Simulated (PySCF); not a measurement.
HBFIO, singlet, geometry from GFN2-xTB (core potentials on I); DF-R2SCAN/def2-SVP in PySCF.

PySCF was given this input:
```python
from pyscf import gto, scf, dft

mol = gto.M(
    atom='''
B     0.076664   -1.122590    0.653686
F    -0.984849   -1.916422    0.701018
I    -0.045774    0.692687   -0.402784
O     1.204536   -1.447417    1.254019
H     1.270080   -2.272346    1.737802
''',
    basis='def2-svp',
    ecp={'I': 'def2-svp'},
    charge=0,
    spin=0,
    verbose=4,
    max_memory=1800,
)

mf = dft.RKS(mol)
mf.xc = 'r2scan'
mf = mf.density_fit(auxbasis='def2-universal-jkfit')
mf.kernel()
```

**Question.** What does PySCF print? Leave out banner, timings and long lists.

**Answer.** 
```
PySCF version 2.14.0

[INPUT] verbose = 4
[INPUT] num. atoms = 5
[INPUT] num. electrons = 48
[INPUT] charge = 0
[INPUT] spin (= nelec alpha-beta = 2S) = 0
[INPUT] symmetry False subgroup None
[INPUT] Mole.unit = angstrom
[INPUT] Symbol           X                Y                Z      unit          X                Y                Z       unit  Magmom
[INPUT]  1 B      0.076664000000  -1.122590000000   0.653686000000 AA    0.144873963614  -2.121387650175   1.235287511462 Bohr   0.0
[INPUT]  2 F     -0.984849000000  -1.916422000000   0.701018000000 AA   -1.861094884052  -3.621512719091   1.324732028390 Bohr   0.0
[INPUT]  3 I     -0.045774000000   0.692687000000  -0.402784000000 AA   -0.086500323626   1.308988720047  -0.761151447357 Bohr   0.0
[INPUT]  4 O      1.204536000000  -1.447417000000   1.254019000000 AA    2.276243147179  -2.735221718040   2.369752465001 Bohr   0.0
[INPUT]  5 H      1.270080000000  -2.272346000000   1.737802000000 AA    2.400103356288  -4.294111600251   3.283969838721 Bohr   0.0

nuclear repulsion = 168.418885277219
number of shells = 31
number of NR pGTOs = 140
number of NR cGTOs = 73
basis = def2-svp
ecp = {'I': 'def2-svp'}

******** <class 'pyscf.df.df_jk.DFRKS'> ********
method = DFRKS
initial guess = minao
damping factor = 0
level_shift factor = 0
DIIS = <class 'pyscf.scf.diis.CDIIS'>
diis_start_cycle = 1
diis_space = 8
diis_damp = 0
SCF conv_tol = 1e-09
SCF conv_tol_grad = None
SCF max_cycles = 50
direct_scf = False
XC library pyscf.dft.libxc version 7.1.2
    S. Lehtola, C. Steigemann, M. J. T. Oliveira, and M. A. L. Marques,  SoftwareX 7, 1–5 (2018)
XC functionals = r2scan
    J. W. Furness, A. D. Kaplan, J. Ning, J. P. Perdew, and J. Sun,  J. Phys. Chem. Lett. 11, 8208–8215 (2020)
    J. W. Furness, A. D. Kaplan, J. Ning, J. P. Perdew, and J. Sun,  J. Phys. Chem. Lett. 11, 9248–9248 (2020)
    J. W. Furness, A. D. Kaplan, J. Ning, J. P. Perdew, and J. Sun,  J. Phys. Chem. Lett. 11, 8208–8215 (2020)
    J. W. Furness, A. D. Kaplan, J. Ning, J. P. Perdew, and J. Sun,  J. Phys. Chem. Lett. 11, 9248–9248 (2020)
radial grids:
    Treutler-Ahlrichs [JCP 102, 346 (1995); DOI:10.1063/1.469408] (M4) radial grids

becke partition: Becke, JCP 88, 2547 (1988); DOI:10.1063/1.454033
pruning grids: <function nwchem_prune>
grids dens level: 3
symmetrized grids: False
atomic radii adjust function: <function treutler_atomic_radii_adjust>
small_rho_cutoff = 0
Set gradient conv threshold to 3.16228e-05
Initial guess from minao.
tot grids = 74160
init E= -467.479790725094
  HOMO = -0.763627154961488  LUMO = -0.652213540200322  gap/eV = 3.03172
cycle= 1 E= -496.579564572865  delta_E= -29.1  |g|= 3.12  |ddm|= 8.88
  HOMO = 0.00806608913434914  LUMO = 0.0681790306087215  gap/eV = 1.63576
cycle= 2 E= -493.524960917554  delta_E= 3.05  |g|= 3.39  |ddm|= 9.36
  HOMO = -0.0477289338460846  LUMO = 0.0161293195194965  gap/eV = 1.73767
cycle= 3 E= -497.410382973382  delta_E= -3.89  |g|= 1.65  |ddm|= 6.99
  HOMO = -0.306894162208202  LUMO = -0.00364701722698828  gap/eV = 8.25178
cycle= 4 E= -498.120733077669  delta_E= -0.71  |g|= 0.71  |ddm|= 2.05
  HOMO = -0.243045392549254  LUMO = -0.0256722685624133  gap/eV = 5.91502
cycle= 5 E= -498.195102364152  delta_E= -0.0744  |g|= 0.374  |ddm|= 0.844
  HOMO = -0.235058328231281  LUMO = 0.00045815403569926  gap/eV = 6.40873
cycle= 6 E= -498.222486320044  delta_E= -0.0274  |g|= 0.122  |ddm|= 0.405
  HOMO = -0.244902607145421  LUMO = -0.00852949864927855  gap/eV = 6.43204
cycle= 7 E= -498.225934235356  delta_E= -0.00345  |g|= 0.0254  |ddm|= 0.129
  HOMO = -0.245969944395754  LUMO = -0.00979898250727155  gap/eV = 6.42654
cycle= 8 E= -498.226034606815  delta_E= -0.0001  |g|= 0.00716  |ddm|= 0.023
  HOMO = -0.246229562763334  LUMO = -0.00906907083109292  gap/eV = 6.45347
cycle= 9 E= -498.226048683738  delta_E= -1.41e-05  |g|= 0.000984  |ddm|= 0.00843
  HOMO = -0.246153514260892  LUMO = -0.00907126239991448  gap/eV = 6.45134
cycle= 10 E= -498.226048919588  delta_E= -2.36e-07  |g|= 0.000182  |ddm|= 0.00119
  HOMO = -0.246134708174248  LUMO = -0.00909192677066101  gap/eV = 6.45026
cycle= 11 E= -498.226048930392  delta_E= -1.08e-08  |g|= 4e-05  |ddm|= 0.00029
  HOMO = -0.246138911249741  LUMO = -0.00909214029074765  gap/eV = 6.45037
cycle= 12 E= -498.226048930885  delta_E= -4.93e-10  |g|= 1.2e-05  |ddm|= 6.37e-05
  HOMO = -0.246139935641647  LUMO = -0.00909123987160805  gap/eV = 6.45042
Extra cycle  E= -498.22604893089  delta_E= -4.89e-12  |g|= 1.24e-05  |ddm|= 3.14e-05
converged SCF energy = -498.22604893089
```
